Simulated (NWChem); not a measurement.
GeHCl, singlet; SMILES [Cl][GeH]

Computed with NWChem. Pople sets run with spherical d functions. Low-valent species are run as closed-shell singlets; no triplet was tried in these runs. The geometry was optimised at PBE0-D3(BJ)/def2-TZVP. Total energies compare along this basis series because the functional is fixed.

```
level           basis functions  energy (Ha)  highest occupied level (eV)  orbital gap (eV)  dipole (D)
--------------  ---------------  -----------  ---------------------------  ----------------  ----------
B3LYP/STO-3G                 28   -2508.7944                        -4.11              3.57        2.14
B3LYP/3-21G                  37   -2525.5860                        -6.93              3.59           ?
B3LYP/6-31G*                 52   -2537.5728                        -6.97              3.68        1.85
B3LYP/6-311G**               76   -2537.8528                        -7.07              3.68        2.07
```

Some entries are withheld; supply them.


- B3LYP/3-21G, dipole (D): 2.44
